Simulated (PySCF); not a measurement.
PBEsol on Nb⁻ (niobium, charge -1), [Kr] 4d4 5s2, high-spin 5D determinant. All numbers are calculated (PySCF 2.14, scalar relativity through the core potential, in def2-QZVPPD with the def2 core potential (28 electrons) (7s5p4d3f2g, 81 functions)).

```
cycle= 1 E= -56.7536481811707  delta_E= -0.0139  |g|= 0.0572  |ddm|= 2.12
cycle= 2 E= -56.7508501370065  delta_E= 0.0028  |g|= 0.0848  |ddm|= 0.741
cycle= 3 E= -56.7556046680573  delta_E= -0.00475  |g|= 0.0105  |ddm|= 0.226
cycle= 4 E= -56.7556939435184  delta_E= -8.93e-05  |g|= 0.00101  |ddm|= 0.0943
cycle= 5 E= -56.7556968522211  delta_E= -2.91e-06  |g|= 8.62e-05  |ddm|= 0.0371
cycle= 6 E= -56.7556968787258  delta_E= -2.65e-08  |g|= 5.55e-05  |ddm|= 0.00169
cycle= 7 E= -56.7556968823545  delta_E= -3.63e-09  |g|= 1.37e-05  |ddm|= 0.000407
cycle= 8 E= -56.7556968826174  delta_E= -2.63e-10  |g|= 8.16e-07  |ddm|= 9.43e-05
converged SCF energy = -56.7556968826174  <S^2> = 6.0373737  2S+1 = 5.0149272
```

Highest occupied orbital energy: 1.704 eV; ⟨L²⟩ = 6.07; populations by l: s 3.99, p 6.00, d 4.01, f 0.00.

**Question.** Can this result be used?

**Answer.** With care. The run converged. Energies and moments cover only the electrons outside the core potential. At PBEsol the highest occupied level has a positive energy, so only the finite basis holds that electron; in a semilocal or global hybrid functional this comes from self-interaction and does not mean that the real anion is unbound.
